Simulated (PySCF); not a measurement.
An unknown is described by computed data only.

Formula: C5H10N2Si2.

| Item | Value |
| --- | --- |
| NMR, other nuclei | isotropic shieldings of nuclei other than C and H, by class: -103 (1 N), -34 (1 N), 421 (1 Si), 453 (1 Si) ppm [GIAO PBE0/pcSseg-1] |
| Rotational structure | rotational constants A, B, C: 1.838, 0.449, 0.421 GHz [GFN2-xTB] |
| 13C NMR | chemical shifts (computed TMS as zero) by class: 123.8 (1 C), 121.9 (1 C), 28.8 (1 C), 21.8 (1 C), 10.6 (1 C) ppm [GIAO PBE0/pcSseg-1] |
| Dipole | 4.26 D [PBE0/pcSseg-1] |
| 1H NMR | chemical shifts (computed TMS as zero) by class: 4.29 (2 H), 3.99 (2 H), 2.41 (2 H), 1.68 (2 H), 1.19 (2 H) ppm [GIAO PBE0/pcSseg-1] |

Gas-phase values; electronic properties from PySCF, density fitting. Levels stand in brackets. One conformer (not necessarily the lowest) at the GFN2-xTB geometry, without solvent, vibrations or thermal averaging. NMR values are class means; diastereotopic atoms form classes of their own.

Problem. Give a SMILES that accounts for the data.

Solution. Numbering: `[N:1]#[C:2][CH2:3][CH2:4][CH2:5][SiH2:6][SiH2:7][C:8]#[N:9]`. Its formula, C5H10N2Si2, gives 4 degrees of unsaturation: 0 rings and 4 π bonds in the structure found. 5 carbons fall into 5 classes; from least to most shielded: nitrile carbon [C2] (123.8 ppm), cyano carbon [C8] (121.9 ppm), chain CH2 carbon [C4] (28.8 ppm), sp3 carbon next to a nitrile [C3] (21.8 ppm), sp3 carbon bound to silicon [C5] (10.6 ppm). Hydrogen classes from least to most shielded: 2 H on an SiH2 silicon, Si7 (4.29 ppm), 2 H on an SiH2 silicon, Si6 (3.99 ppm), 2 H on an sp3 carbon next to a nitrile, C3 (2.41 ppm), 2 H on a chain CH2 carbon, C4 (1.68 ppm), 2 H on an sp3 carbon bound to silicon, C5 (1.19 ppm, a mean of values up to 0.6 ppm apart in this geometry). The other shieldings belong to: -103 ppm, cyano nitrogen [N9]; -34 ppm, nitrile nitrogen [N1]; 421 ppm, SiH2 silicon [Si6]; 453 ppm, SiH2 silicon [Si7]. The optimised geometry has point group C1 and is an asymmetric top. Structure: `N#CCCC[SiH2][SiH2]C#N`. The assignments are read from this structure; whether some other isomer fits the data as well wasn't checked.

Conformer computed: `[N:1]#[C:2][CH2:3][CH2:4][CH2:5][SiH2:6][SiH2:7][C:8]#[N:9]`: C2–C3–C4–C5 64°, C3–C4–C5–Si6 -179°, C4–C5–Si6–Si7 -178°, C5–Si6–Si7–C8 56°.
